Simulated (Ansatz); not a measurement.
```yaml
crystal:
  periodic: [false, false, false]
  atoms:
    - {symbol: O, position_ang: [-0.046143, 0.877928, 1.669480]}
    - {symbol: C, position_ang: [-0.022676, 0.255243, 0.501003]}
    - {symbol: N, position_ang: [-1.010347, -0.356296, -0.067883]}
    - {symbol: Al, position_ang: [0.258544, -0.644704, -1.325961]}
    - {symbol: O, position_ang: [1.183544, 0.293838, -0.117492]}
    - {symbol: H, position_ang: [-0.947774, 0.778709, 2.002191]}
    - {symbol: H, position_ang: [0.646153, -1.272718, -2.707138]}
basis:
  gaussian: {orbitals: def2-TZVPP, final_grid: {core_spheres: 8, valence_spheres: 7, degree: 23}, nuclear_model: gaussian}
magnetization: {spin_polarized: true, initial_magnetization: 1}
hamiltonian: {xc: {name: B97M-V}}
accuracy: high
output: {forces: true}
```

```sh
$ ansatz run in.yaml --threads 2 --pin off --events-out ev --progress --plain --max-ram 4352MiB
```

It prints (some lines left out):

```
Error: a molecule whose nuclei and cores have a total charge of 44 cannot have a net charge of 0 together with 1 unpaired electrons
```

In this input the number of unpaired electrons doesn't fit the electron count. The program refused the input.
